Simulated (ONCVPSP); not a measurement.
**Building the ONCV potential for ytterbium (Yb) (PBE, scalar-relativistic).**

Yb (Z = 70), optimised norm-conserving Vanderbilt (ONCV), made with ONCVPSP 4.0.1 (PBE, scalar-relativistic). Core [Kr] 4d10, reference 4f13 5s2 5p6 (charge +3). Waves: 5s: rc 1.50 bohr, ncon 3, nbas 7, qcut 7.1 1/bohr, 2 projectors, debl 3 Ha; 5p: rc 1.90 bohr, ncon 3, nbas 8, qcut 7.6 1/bohr, 2 projectors, debl 1 Ha; d scattering state at 0.21 Ha: rc 1.70 bohr, ncon 3, nbas 8, qcut 5.9 1/bohr, 2 projectors, debl 1.3 Ha; 4f: rc 1.05 bohr, ncon 3, nbas 8, qcut 18.7 1/bohr, 1 projector. Local part: polynomial inside 0.70 bohr (lpopt 5, dvloc0 1 Ha). Core correction: polynomial model core, fcfact 0.3.

In the s channel the program set the typed energies aside and used -3.152, 0.250 Ha. In the p channel the program set the typed energies aside and used -2.098, 0.250 Ha. In the d channel the program set the typed energies aside and used 0.050, 1.350 Ha.

All-electron outer shells of the reference configuration (PBE, scalar-relativistic, ld1.x):

```csv
shell,level (eV),outermost node (bohr),outermost maximum (bohr)
5p,-57.10,0.62,1.21
4f,-36.00,–,0.48
```

(1) Is a potential produced?

Results:

(1) No. ONCVPSP 4.0.1 stopped with "sratom123: lschfb convergence ERROR n,l,iter= 4 3 2": the all-electron bound-state solver failed for one shell.
